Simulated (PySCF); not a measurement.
CH8FPSi2.
Atom-mapped SMILES: `[CH3:1][SiH2:2][Si@H:3]([F:4])[PH2:5]` (hydrogens: H6, H7, H8 on C1; H9, H10 on Si2; H11 on Si3; H12, H13 on P5)

Geometry (PBE0-D3(BJ)/def2-SVP, Å), atoms numbered from 1 in this order:
```
atom  x, y, z in Å
C1     1.773    0.488    0.433
Si2    0.744   -0.091   -1.037
Si3   -1.259   -1.017   -0.255
F4    -2.180   -1.469   -1.530
P5    -2.466    0.431    0.998
H6     1.222    1.234    1.025
H7     2.712    0.949    0.090
H8     2.029   -0.355    1.093
H9     1.506   -1.084   -1.858
H10    0.388    1.070   -1.914
H11   -1.043   -2.226    0.599
H12   -1.448    0.451    2.004
H13   -1.970    1.602    0.344
```

Theory: PySCF, PBE0-D3(BJ)/def2-SVP geometry optimisation, gas phase.

Take the most abundant isotopes and a rigid rotor. The values belong to one conformer with, in the numbering `[CH3:1][SiH2:2][Si@H:3]([F:4])[PH2:5]`, C1–Si2–Si3–F4 178°, Si2–Si3–P5–H -65° and 29°.

Q: What are A, B and C (MHz)?

A: Ia = 184.45, Ib = 342.58, Ic = 481.83 u·Å²; 505379 MHz·u·Å²/I gives A = 2740, B = 1475, C = 1049 MHz.

Q: Classify the top.

A: An asymmetric top; Ray's κ = -0.496.

Q: Is it planar, by Δ = Ic − Ia − Ib?

A: Not planar: Δ = Ic − Ia − Ib = -45.20 u·Å². For a rigid frame Δ = −2 Σ m c², so Σ m c² = 22.60 u·Å² lies off the ab plane: 11.45 from hydrogen and 11.15 from heavier atoms. The atom farthest from that plane is 1.94 Å away.

Q: Which types of transition are allowed, and where do some lines up to J = 2 fall?

A: The dipole components are |μa| = 2.08 D, |μb| = 1.75 D, |μc| = 0.50 D. Intensities carry the squares of the components, which stand as 1.00 : 0.71 : 0.06 (a : b : c). Some lines, for components of 0.1 D or more:

```tsv
type	branch	J(Ka,Kc)	MHz	lower level (cm⁻¹)
c	Q	2(1,2) ← 2(0,2)	929	0.250
c	Q	1(1,1) ← 1(0,1)	1265	0.084
b	Q	2(1,1) ← 2(0,2)	2208	0.250
b	R	2(0,2) ← 1(1,1)	3693	0.126
b	R	1(1,1) ← 0(0,0)	3789	0.000
c	Q	2(2,1) ← 2(1,1)	3794	0.323
b	Q	2(2,0) ← 2(1,1)	3885	0.323
a	R	2(1,2) ← 1(1,1)	4622	0.126
b	Q	2(2,1) ← 2(1,2)	5073	0.281
a	R	2(1,1) ← 1(1,0)	5475	0.141
c	R	2(1,1) ← 1(0,1)	7166	0.084
c	R	2(2,0) ← 1(1,0)	9359	0.141
b	R	2(2,0) ← 1(1,1)	9786	0.126
```

Stationary, but not proved a minimum. Constants of a rigid frame at the computed geometry: no zero-point averaging, no centrifugal distortion. A rigid rotor knows nothing of internal rotation, which can split or shift real lines.
